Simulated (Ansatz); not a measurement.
Isolated molecules relaxed with PBE0-D4/def2-TZVP in Ansatz; ΔE leaves out vibrations. CBS: MP2 limit from def2 TZ/QZ plus the TZ coupled-cluster correction, frozen cores. This one scheme is used for every species. DFT in def2-TZVPP. B3LYP here is the variant with VWN-RPA as its local correlation; programs differ in this. Each species was taken in one conformer, which may not be the lowest.

Reaction (ligand exchange at the Si–O bond): `C[SiH2]OC(F)F` + `N=CF` → `C[SiH2]/N=C/F` + `OC(F)F`

| level | ΔE (kcal/mol) |
| --- | --- |
| PBE-D4 | 5.6 |
| r2SCAN-D4 | 7.0 |
| B3LYP-D4 | 7.2 |
| ωB97X-V | 7.5 |
| B2PLYP | 7.1 |
| HF/def2-QZVPP | 8.9 |
| HF/CBS(def2) | 8.9 |
| CCSD/CBS(def2) | 8.0 |

**Question.** What does CCSD(T)/CBS give? (An estimate is asked.)

**Answer.** Computed: +7.7 kcal/mol. The listed levels differ from it by -2.1, -0.7, -0.5, -0.2, -0.6, 1.2, 1.2, 0.3 kcal/mol.

Largest T1 diagnostic among the species: 0.013.

In def2-TZVPP, CCSD(T) changes the Hartree–Fock value by −1.1 kcal/mol (the triples alone add −0.4 kcal/mol) and MP2 by −1.9 kcal/mol.
